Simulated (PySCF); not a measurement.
How methods differ on the excitation energy of Sb

Sb [Kr] 4d10 5s2 5p3 (4S) → Sb [Kr] 4d10 5s1 5p4 (4P), as a difference of total energies. All numbers are calculated (PySCF 2.14, scalar relativity by spin-free X2C-1e, in x2c-QZVPPall (13s9p7d4f1g, 112 functions)). Correlated levels: valence: [Kr] 4d10 frozen; valence and next inner shell: [Ar] 3d10 frozen. The calculations carry no spin-orbit coupling.

```json
{"method": "UHF", "excitation energy (eV)": "7.392"}
{"method": "LDA", "excitation energy (eV)": "8.074"}
{"method": "PBE", "excitation energy (eV)": "7.920"}
{"method": "PBE0", "excitation energy (eV)": "7.847"}
{"method": "r2SCAN", "excitation energy (eV)": "7.662"}
{"method": "PW91", "excitation energy (eV)": "7.937"}
{"method": "M06-2X", "excitation energy (eV)": "7.504"}
{"method": "TPSSh", "excitation energy (eV)": "7.787"}
{"method": "ROHF", "excitation energy (eV)": "7.535"}
{"method": "MP2 (valence)", "excitation energy (eV)": "7.453"}
{"method": "SCS-MP2 (valence)", "excitation energy (eV)": "7.463"}
{"method": "MP2 (valence and next inner shell)", "excitation energy (eV)": "7.993"}
{"method": "SCS-MP2 (valence and next inner shell)", "excitation energy (eV)": "7.902"}
```

Task: How much does correlation contribute at MP2 (valence and next inner shell)?

Result: 7.993 − (7.392) = 0.601 eV, measured against UHF.

A first-order spin-orbit estimate (lowest level to lowest level, LS coupling) adds -0.199 eV.
